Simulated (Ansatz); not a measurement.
`[SiH3]OB1N[SiH2]1` + boron trichloride → `ClB1N[SiH2]1` + `[SiH3]OB(Cl)Cl`  (redistribution)

Calculated with Ansatz (gas phase, PBE0-D4/def2-TZVP geometries, no zero-point term in ΔE). CCSD(T)/CBS is the MP2 limit (def2-TZVPP, def2-QZVPP) plus CCSD(T) − MP2 in def2-TZVPP, frozen cores. This one scheme is used for every species. Functionals use def2-TZVPP. One conformer a species, not always the lowest.

```csv
level,ΔE (kcal/mol)
ωB97X-V,-6.7
ωB97M-V,-6.7
HF/def2-TZVPP,-7.6
HF/def2-QZVPP,-7.6
```

(1) What does CCSD(T)/CBS give? (Estimate.)

Largest T1 diagnostic among the species: 0.013.

Answers

(1) Computed: -6.8 kcal/mol. The listed levels differ from it by 0.1, 0.1, -0.8, -0.8 kcal/mol.

In def2-TZVPP, CCSD(T) changes the Hartree–Fock value by +0.8 kcal/mol (the triples alone add +0.2 kcal/mol) and MP2 by +0.9 kcal/mol.
